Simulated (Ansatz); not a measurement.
Reaction (ligand exchange at a B–Se bond): `C[Se]B(O)O` + `CSS` → `CSSB(O)O` + `C[SeH]`

Isolated molecules relaxed with PBE0-D4/def2-TZVP in Ansatz; ΔE leaves out vibrations. CCSD(T)/CBS is the MP2 limit (def2-TZVPP, def2-QZVPP) plus CCSD(T) − MP2 in def2-TZVPP, frozen cores. For Se outer-core shells are correlated without core-valence functions, which leaves a few kJ/mol of doubt a bond. Scalar relativity is left out up to krypton. Each species was taken in one conformer, which may not be the lowest.

| species | HF/def2-QZVPP energy (Eh) |
| --- | --- |
| `C[Se]B(O)O` | -2615.32279 |
| `CSS` | -835.32402 |
| `CSSB(O)O` | -1010.54887 |
| `C[SeH]` | -2440.10053 |

Q: Work out ΔE.

A: ΔE = (-1010.54887) + (-2440.10053) − (-2615.32279) − (-835.32402) = -0.00259 Eh = -0.07 eV. CCSD(T)/CBS gives -0.12 eV.

Largest T1 diagnostic among the species: 0.013.

In def2-TZVPP, CCSD(T) changes the Hartree–Fock value by −0.06 eV (the triples alone add −0.02 eV) and MP2 by −0.06 eV.
